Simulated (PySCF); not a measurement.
# TDDFT excited states: C4H8OSi

Species: C₄H₈OSi.
SMILES: `C=C1CCO[SiH2]1`

Level of theory: TDDFT wB97X-D/def2-SVPD, vertical, gas phase, core orbitals frozen in the response (PySCF 2.14.0, density-fitted response routines). Isolated species at its GFN2-xTB geometry (one conformer only).

| state | λ (nm) | E (eV) | f | main configurations (H = HOMO, L = LUMO) |
| --- | --- | --- | --- | --- |
| S1 | 192.5 | 6.44 | 0.0065 | H-2→L (90%) |
| S2 | 182.3 | 6.80 | 0.293 | H→L (87%) |
| S3 | 178.5 | 6.95 | 0.035 | H-1→L (65%), H-1→L+1 (17%) |
| S4 | 174.8 | 7.09 | 0.057 | H→L+1 (78%), H-1→L (12%) |
| S5 | 169.4 | 7.32 | 0.0069 | H-1→L+1 (67%), H-1→L (15%) |
| S6 | 164.5 | 7.54 | 0.011 | H→L+2 (81%) |
| S7 | 160.4 | 7.73 | 0.012 | H-2→L+1 (84%) |
| S8 | 156.4 | 7.93 | 0.032 | H-1→L+2 (56%), H-1→L+3 (16%), H-3→L (9%) |

Triplets (Tamm–Dancoff): T1 4.24 eV, H→L (88%); T2 5.93 eV, H-2→L (89%); T3 6.71 eV, H-1→L (69%), H-1→L+1 (21%).

The lowest singlet comes at 192 nm (621 kJ/mol) in the vacuum ultraviolet; it is weak; its leading configuration is HOMO-2→LUMO (90%). The strongest level in the table is S2 at 6.80 eV (182 nm, f = 0.293). Löwdin shares by element: HOMO carbon 77% or more, hydrogen 4% or more (atoms not listed hold the other 19%); LUMO carbon 65% or more, silicon 10% (atoms not listed hold the other 26%). Orbital energies (eV): HOMO-3 -11.15, HOMO-2 -10.21, HOMO-1 -9.83, HOMO -9.44, LUMO 1.37, LUMO+1 2.06, LUMO+2 2.21. Of the 8 states listed, 6 reach f = 0.01 and none stays under 0.0005. The oscillator strengths of these states sum to 0.453; summed over the whole spectrum of an exact calculation they would give the number of electrons, 54 (Thomas–Reiche–Kuhn). The window holds the lowest 8 singlets.
